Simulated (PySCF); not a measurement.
Al(H)(OH)(PH2) (AlH4OP), SMILES [PH2][AlH][OH]. Geometry optimised at PBE0-D3(BJ)/def2-TZVP. The values are those of a single conformer.

These are PySCF with PBE0-D3(BJ)/def2-TZVP values and carry that method's errors.

Harmonic wavenumbers (cm⁻¹): 118, 161, 331, 411, 431, 530, 566, 642, 701, 864, 1086, 1919, 2398, 2413, 3956. Rotational constants (GHz): 20.60, 3.240, 2.855; symmetry number 1.

Task: Work out the zero-point energy and the ideal-gas rigid-rotor harmonic-oscillator thermochemistry at 298.15 K and 1 atm.

Result: ZPE = ½ Σ hcν = ½ × 16527 cm⁻¹ = 98.85 kJ/mol. H − E(el) = 116.67 kJ/mol. Entropy in J/(mol K): translation 163.08, rotation 104.34, vibration 44.84, total 312.25. G − E(el) = 23.57 kJ/mol. Cp = 88.53 J/(mol K). Modes under 150 cm⁻¹ make the vibrational entropy uncertain.
